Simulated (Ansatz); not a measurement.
CH5F2GeN can be A, `C[NH][GeH]([F])[F]`, or B, `N[C](F)(F)[GeH3]`.

Calculated with Ansatz (gas phase, PBE0-D4/def2-TZVP geometries, no zero-point term in ΔE). CBS: MP2 limit from def2 TZ/QZ plus the TZ coupled-cluster correction, frozen cores. Functionals use def2-TZVPP. B3LYP here is the variant with VWN-RPA as its local correlation; programs differ in this. For Ge outer-core shells are correlated without core-valence functions, which leaves a few kJ/mol of doubt a bond. Scalar relativity is left out up to krypton. One conformer a species, not always the lowest.

(1) Which is lower in electronic energy at CCSD(T)/CBS, and by how much? (An estimate is asked.)

(2) Give E(B) − E(A) in kcal/mol with B3LYP, HF/def2-TZVPP, B2PLYP, MP2/def2-TZVPP, CCSD/def2-TZVPP, r2SCAN-D4, PBE-D4. (An estimate is asked.)

Largest T1 diagnostic: 0.012.

Results:

(1) Ansatz gave: A, by 68.4 kcal/mol.

(2) The calculation gave: B3LYP 65.3, HF/def2-TZVPP 72.0, B2PLYP 68.5, MP2/def2-TZVPP 72.5, CCSD/def2-TZVPP 68.8, r2SCAN-D4 63.6, PBE-D4 60.0. None reverses the order clearly.

From PBE to PBE0 (25 % exact exchange), in def2-TZVPP and without D4, E(B) − E(A) moves by +2.6 kcal/mol.
